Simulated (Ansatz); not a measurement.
`F[SiH](Cl)C#[C][GeH3]` + HI → `F[SiH](Cl)I` + `C#[C][GeH3]`  (ligand exchange at the Si–C bond)

Calculated with Ansatz (gas phase, PBE0-D4/def2-TZVP geometries, no zero-point term in ΔE). CCSD(T)/CBS is the MP2 limit (def2-TZVPP, def2-QZVPP) plus CCSD(T) − MP2 in def2-TZVPP, frozen cores. DFT in def2-TZVPP. HSE06 is defined as in plane-wave codes. Elements past krypton have def2 core potentials. For Ge, I outer-core shells are correlated without core-valence functions, which leaves a few kJ/mol of doubt a bond. Scalar relativity is left out up to krypton.

| level | ΔE (eV) |
| --- | --- |
| LDA (SPW92) | -0.42 |
| BLYP-D4 | -0.36 |
| r2SCAN-D4 | -0.41 |
| HSE06-D4 | -0.44 |
| revPBE | -0.42 |
| PBE0 | -0.44 |
| HSE06 | -0.44 |
| MP2/def2-TZVPP | -0.40 |

Problem. What does CCSD(T)/CBS give? (Estimate.)

Solution. The calculation gave: -0.43 eV. The listed levels differ from it by 0.01, 0.07, 0.02, -0.01, 0.01, -0.01, -0.01, 0.03 eV.

Largest T1 diagnostic among the species: 0.012.

At CCSD(T), def2-SVP lies +0.17 eV from the extrapolated value and def2-TZVPP +0.10 eV. Leaving LDA and LC-ωPBE aside and taking each functional with its dispersion term where it has one, the values, not all of them listed here, spread over 0.11 eV, from HSE06-D4 to B97M-V.
